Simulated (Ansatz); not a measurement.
`C[SiH2][AlH][F]` + H₂Te → `C[SiH2][TeH]` + `[F][AlH2]` at 500 K and 1 bar (cleavage of the Si–Al bond).

Isolated molecules relaxed with PBE0-D4/def2-TZVP in Ansatz; ΔE leaves out vibrations. CCSD(T)/CBS is the MP2 limit (def2-TZVPP, def2-QZVPP) plus CCSD(T) − MP2 in def2-TZVPP, frozen cores. This one scheme is used for every species. def2 core potentials past Kr. For Te outer-core shells are correlated without core-valence functions, which leaves a few kJ/mol of doubt a bond. Each species was taken in one conformer, which may not be the lowest.

```
          species  CCSD(T)/CBS energy (Eh)  H − E (kJ/mol)  S (J/(mol·K))
`C[SiH2][AlH][F]`               -672.62263           212.9          426.3
             H₂Te               -268.91024            48.9          247.6
   `C[SiH2][TeH]`               -598.49179           199.8          390.8
      `[F][AlH2]`               -343.06661            62.3          268.8
```

H − E and S are ideal-gas, rigid-rotor, harmonic terms from PBE0-D4/def2-TZVP, for one conformer and one mirror image of each species. 1 Eh = 2625.50 kJ/mol, R = 8.31446 J/(mol·K).

Task: By hand: ΔE, ΔH, ΔS and ΔG.

Result: ΔE = (-598.49179) + (-343.06661) − (-672.62263) − (-268.91024) = -0.02553 Eh = -67.0 kJ/mol. Δ(H − E) = 199.8 + 62.3 − 212.9 − 48.9 = 0.3, so ΔH = -66.7 kJ/mol. ΔS = 390.8 + 268.8 − 426.3 − 247.6 = -14.3 J/(mol·K). ΔG = -66.7 − 500 × (-14.3)/1000 = -59.6 kJ/mol.

Task: By hand: the equilibrium constant, and the temperature at which ΔG would vanish if ΔH and ΔS stayed fixed.

Result: log₁₀ K = −ΔG/(RT ln 10) = 6.2. ΔG = 0 at ΔH/ΔS = 4664 K, far beyond where these terms or the molecules hold.

The number of gas molecules stays the same, so ΔS is small and ΔH decides. A doubt of 5 kJ/mol in ΔE shifts log₁₀ K by 0.5 here. Other conformers and mirror images would add mixing entropy, several J/(mol·K) or more a flexible species. Modes under 60 cm⁻¹, often nearly free rotors, make the harmonic entropy too high. These are equilibria of isolated gas molecules and say nothing of rates. Largest T1 diagnostic: 0.012 (customary marks: 0.02 for closed shells, 0.045 for open ones).
